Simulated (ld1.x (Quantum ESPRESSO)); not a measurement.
Configuration tests for gold (Au) (TM semilocal)

ld1.x (Quantum ESPRESSO) 7.5 input, shortened:

```
&input
   title='Au', zed=79., rel=1, dft='PBE', iswitch=3,
   config='[Xe] 4f14 5d9 5f-2 6s0 6p0'
 /
 &inputp
   pseudotype=1, tm=.true., lloc=2,
   nlcc=.true., new_core_ps=.true.
 /
4
6S  1  0   0.00   0.00  1.65  1.65  0.0
6P  2  1   0.00   0.00  2.50  2.50  0.0
5F  4  3  -2.00   0.20  2.55  2.55  0.0
5D  3  2   9.00   0.00  1.65  1.65  0.0
 &test
   configts(1)='5d9 6s0 6p0'
 /
```

Energies are relative to the spin-unpolarised reference configuration 5d9 6s0 6p0; without spin polarisation the order of configurations can differ from experiment.

| valence configuration | charge | ΔE all-electron (eV) | error AE − PS (meV) |
| --- | --- | --- | --- |
| 5d10 6s1 6p0 | 0 | -30.617 | +4.6 |
| 5d10 6s0 6p0 | +1 | -21.208 | -28 |
| 5d8 6s0 6p0 | +3 | 33.877 | -70 |
| 5d9 6s2 6p0 | 0 | -28.924 | +4.0 |
| 5d10 6s0 6p1 | 0 | -25.368 | -0.3 |

What are ΔE and the potential's error for 5d7 6s0 6p0?

ΔE = 81.589 eV all-electron; the error (AE − PS) is -344 meV.

What are ΔE and the potential's error for 5d10 6s0.5 6p0?

ΔE = -26.844 eV all-electron; the error (AE − PS) is -11 meV.

Levels in the configuration 5d8 6s0 6p0:

| level | all-electron (eV) | pseudo (eV) |
| --- | --- | --- |
| 5d | -40.628 | -40.771 |
